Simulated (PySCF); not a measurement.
Precursor series Y Cl-OH. Gas-phase values, no solvent. One relaxed conformer stands for each flexible species; it need not be the lowest.

The HOMO from two functionals at the same geometries (r2SCAN-D4/def2-SVP), both in PySCF: PBE-D3(BJ)/def2-TZVP and TPSSh-D3(BJ)/def2-TZVP. 

```
species                                  TPSSh-D3(BJ)/def2-TZVP (eV)
---------------------------------------  ---------------------------
0 of 3 Cl replaced by OH ([Y(Cl)3])                            -8.39
1 of 3 Cl replaced by OH ([Y(Cl)2(OH)])                        -7.94
2 of 3 Cl replaced by OH ([Y(Cl)(OH)2])                        -7.45
```

Problem. What does PBE-D3(BJ)/def2-TZVP give for each?

Solution. 
- 0 of 3 Cl replaced by OH ([Y(Cl)3]): -7.74
- 1 of 3 Cl replaced by OH ([Y(Cl)2(OH)]): -7.29
- 2 of 3 Cl replaced by OH ([Y(Cl)(OH)2]): -6.79
Over these rows, drawn at random from the members with no instability flagged (it was tested for open shells, ions and some series alone), PBE minus TPSSh-D3(BJ): mean +0.66 eV, from +0.65 eV to +0.66 eV.
